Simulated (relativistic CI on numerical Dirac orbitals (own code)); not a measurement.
Radial parameters of Rh25+

These numbers are calculated, not measured: Dirac-Coulomb-Breit CI, KLI orbitals optimised for each configuration, a model potential for QED, unscaled Slater integrals (own radial code, finite nucleus).

Slater integrals F^k, G^k are unscaled and averaged over j, outside the closed core [Ne]; ζ comes from projecting the Hamiltonian with its Breit term on Σ l·s of the shell.

- 3s²3p⁶3d²: F^2(3d,3d) = 320840, F^4(3d,3d) = 206790, ζ(3d) = 20572 cm⁻¹; <r>(3d) = 0.3169, <r^2>(3d) = 0.1168 (bohr units).
- 3s²3p⁵3d³: ζ(3p) = 163930, F^2(3d,3d) = 320030, F^4(3d,3d) = 206250, F^2(3p,3d) = 282440, G^1(3p,3d) = 308150, G^3(3p,3d) = 203840, ζ(3d) = 20250 cm⁻¹; <r>(3p) = 0.3525, <r^2>(3p) = 0.1434, <r>(3d) = 0.3177, <r^2>(3d) = 0.1174 (bohr units).
- 3s3p⁶3d³: F^2(3d,3d) = 319680, F^4(3d,3d) = 206010, G^2(3s,3d) = 232070, ζ(3d) = 20428 cm⁻¹; <r>(3s) = 0.3602, <r^2>(3s) = 0.1478, <r>(3d) = 0.318, <r^2>(3d) = 0.1176 (bohr units).

(1) Give the Racah parameters of the d shell in 3s²3p⁶3d².

Averages of the first 10 configurations, taken without configuration mixing, which lowers the lowest level and can move excited configurations by several eV; other configurations of the list can lie among them:

```json
{"Configuration": "3s²3p⁶3d²", "Parity": "even", "States": "45", "Average energy above the lowest level (eV)": "11.8"}
{"Configuration": "3s²3p⁵3d³", "Parity": "odd", "States": "720", "Average energy above the lowest level (eV)": "171.9"}
{"Configuration": "3s3p⁶3d³", "Parity": "even", "States": "240", "Average energy above the lowest level (eV)": "297.0"}
{"Configuration": "3s²3p⁶3d4s", "Parity": "even", "States": "20", "Average energy above the lowest level (eV)": "521.3"}
{"Configuration": "3s²3p⁶3d4p", "Parity": "odd", "States": "60", "Average energy above the lowest level (eV)": "565.7"}
{"Configuration": "3s²3p⁶3d4d", "Parity": "even", "States": "100", "Average energy above the lowest level (eV)": "627.5"}
{"Configuration": "3s²3p⁶3d4f", "Parity": "odd", "States": "140", "Average energy above the lowest level (eV)": "681.0"}
{"Configuration": "3s²3p⁵3d²4s", "Parity": "odd", "States": "540", "Average energy above the lowest level (eV)": "676.1"}
{"Configuration": "3s²3p⁵3d²4p", "Parity": "even", "States": "1620", "Average energy above the lowest level (eV)": "720.6"}
{"Configuration": "3s²3p⁶4s²", "Parity": "even", "States": "1", "Average energy above the lowest level (eV)": "1053.6"}
```

Answers

(1) B = F²/49 − 5F⁴/441 = 4203 cm⁻¹ and C = 35F⁴/441 = 16412 cm⁻¹.
